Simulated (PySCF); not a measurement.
A structure optimised at PBE0-D3(BJ)/def2-SVP, used in a PySCF frequency run:

```xyz
11

C     -2.4920    -1.4387     0.6908
C     -1.4955    -0.8634     0.2973
Si     0.0000     0.0000    -0.2751
F      0.0000     0.0000    -1.8940
C      1.4955    -0.8634     0.2973
C      2.4920    -1.4387     0.6908
C      0.0000     1.7268     0.2973
C      0.0000     2.8775     0.6908
H     -3.3742    -1.9481     1.0374
H      3.3742    -1.9481     1.0374
H      0.0000     3.8962     1.0374
```
Charge 0, spin multiplicity 1.

**Question.** Write its SMILES, formula and point group.

**Answer.** C#C[Si](F)(C#C)C#C, C₆H₃FSi, C3v

**Question.** What are its rotational constants (standard atomic weights)?

**Answer.** 1.5815, 1.5815, 1.1188 GHz
